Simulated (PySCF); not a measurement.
Molecule: SMILES C=N[SiH2]C[SiH3], C2H9NSi2.

Geometry:
```json
{"atom": "C1", "x (Å)": "-2.253", "y (Å)": "0.035", "z (Å)": "0.971"}
{"atom": "N2", "x (Å)": "-1.136", "y (Å)": "-0.134", "z (Å)": "0.412"}
{"atom": "Si3", "x (Å)": "-0.474", "y (Å)": "0.821", "z (Å)": "-0.906"}
{"atom": "C4", "x (Å)": "1.190", "y (Å)": "1.457", "z (Å)": "-0.334"}
{"atom": "Si5", "x (Å)": "2.183", "y (Å)": "0.191", "z (Å)": "0.653"}
{"atom": "H6", "x (Å)": "-2.991", "y (Å)": "0.817", "z (Å)": "0.685"}
{"atom": "H7", "x (Å)": "-2.566", "y (Å)": "-0.616", "z (Å)": "1.810"}
{"atom": "H8", "x (Å)": "-0.298", "y (Å)": "-0.103", "z (Å)": "-2.066"}
{"atom": "H9", "x (Å)": "-1.398", "y (Å)": "1.939", "z (Å)": "-1.307"}
{"atom": "H10", "x (Å)": "1.775", "y (Å)": "1.769", "z (Å)": "-1.216"}
{"atom": "H11", "x (Å)": "1.050", "y (Å)": "2.354", "z (Å)": "0.293"}
{"atom": "H12", "x (Å)": "1.618", "y (Å)": "0.025", "z (Å)": "2.024"}
{"atom": "H13", "x (Å)": "2.191", "y (Å)": "-1.132", "z (Å)": "-0.042"}
{"atom": "H14", "x (Å)": "3.601", "y (Å)": "0.654", "z (Å)": "0.785"}
```

Geometry PBE0-D3(BJ)/def2-SVP throughout; GIAO in PySCF 2.14, gas phase, one conformer, non-relativistic; equivalent atoms averaged; functional PBE0.

Question: How do the shifts δ (against TMS, NH3 at the same level) depend on the basis set? (a selection of nuclei; ppm; last column core-seconds on 1 thread of an Arm Neoverse V1, shared host)

Answer: 
```tsv
basis set	functions	C1	N2	Si3	Si5	H7	H6	H8/H9	H12/H13/H14	H10/H11	core-s
STO-3G	42	123.2	310.7	-23.9	-61.8	7.99	7.19	2.83	1.72	-0.38	3.5
6-31G	71	161.8	393.0	6.9	-47.0	9.24	9.43	5.25	3.87	-0.08	6.7
6-31G*	96	160.6	366.2	1.7	-39.3	8.39	8.52	5.31	4.27	-0.16	9
def2-SVP	123	164.8	394.9	-25.9	-70.0	8.24	8.39	5.00	4.09	-0.11	10
pcSseg-1	144	174.9	427.6	-16.9	-68.1	8.50	8.59	4.96	4.08	-0.06	12
6-311+G(2d,p)	205	172.5	410.7	-16.7	-68.0	8.72	8.91	5.26	4.32	0.12	24
def2-TZVP	221	174.2	418.3	-18.3	-69.0	8.68	8.89	5.28	4.33	0.06	28
```

Question: Which nucleus among those listed moves most, in ppm?

Answer: N2 (imine nitrogen): from 310.7 ppm with STO-3G to 427.6 ppm with pcSseg-1. The smallest spread is 0.50 ppm, at H10/H11. Proton shifts span only some 12 ppm, so a few tenths of a ppm matter as much there as several ppm in carbon.

Question: Taking the largest basis, def2-TZVP (221 functions), as the yardstick, rank the others by their worst heavy-atom deviation.

Answer: 6-311+G(2d,p) 7.6 ppm (205 functions), pcSseg-1 9.3 ppm (144 functions), def2-SVP 23.4 ppm (123 functions), 6-31G 25.3 ppm (71 functions), 6-31G* 52.1 ppm (96 functions), STO-3G 107.7 ppm (42 functions).

A small basis that lands close on one nucleus may do so by chance; judge by the trend and by all nuclei.
